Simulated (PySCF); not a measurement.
**A search over the determinants of BiF**

Unrestricted PBE0; basis Bi x2c-TZVPPall, F x2c-TZVPPall; spin-free X2C with a Gaussian nucleus; PySCF 2.14. Outer shells of the fragments: Bi 5d10 6s2 6p3; F 2s2 2p5.

Followed along the bond (rough minima from three points):

| 2Ms+1 | unpaired | ⟨S²⟩ at the start | R at minimum (Å) | Te (eV) |
| --- | --- | --- | --- | --- |
| 3 | π ↑↑ | 2.00 | 2.02 | 0.00 |
| 1 | π ↑↓ | 1.01 | 2.02 | 0.32 |
| 1 | none | 0.00 | 2.02 | 1.21 |
| 5 | σ ↑↑, π ↑↑ | 6.00 | none in the scan | ≤ 5.28 |

Solutions found at the starting distance of 2.075 Å, counted from the lowest of them; the search is not exhaustive and high or unbound solutions are not listed, so other states can lie among these:

| 2Ms+1 | unpaired | term | E (eV) | ⟨S²⟩ | ⟨Lz²⟩ | μ (D) |
| --- | --- | --- | --- | --- | --- | --- |
| 3 | π ↑↑ | mixed | 0.00 | 2.00 | 0.51 | -3.50 |
| 1 | π ↑↓ | mixed | 0.32 | 1.01 | 2.53 | -3.47 |
| 1 | none | mixed | 1.21 | 0.00 | 2.52 | -3.38 |
| 3 | σ ↑, π ↑ | mixed | 2.50 | 2.00 | 1.52 | -2.96 |
| 1 | σ ↓, π ↑ | mixed | 2.80 | 1.00 | 1.52 | -2.87 |
| 5 | σ ↑↑, π ↑↑ | mixed | 5.99 | 6.00 | 0.51 | 0.46 |
| 3 | σ ↑, π ↑ | mixed | 6.06 | 2.01 | 1.52 | -0.01 |
| 1 | σ ↓, π ↑ | mixed | 6.24 | 1.01 | 1.52 | 0.25 |
| 3 | π ↑↑ | mixed | 6.31 | 2.00 | 2.53 | 1.75 |
| 5 | σ ↑, π ↑↑↑ | mixed | 6.37 | 6.00 | 1.52 | 2.12 |
| 1 | σ ↓↓, π ↑↑ | mixed | 6.97 | 2.00 | 0.51 | 1.03 |
| 3 | σ ↑, π ↑↑↓ | mixed | 7.02 | 3.01 | 3.54 | 2.17 |

A term symbol is given only where ⟨S²⟩ and ⟨Lz²⟩ are close to those of a pure state; real π, δ and φ orbitals otherwise mix terms. A positive dipole means Bi(−)F(+).

Spin–orbit coupling is left out, which matters for elements this heavy, above all for dissociation energies. Counting both spins, an empty level lies below a filled one in some of these solutions, because spin and occupation are held.
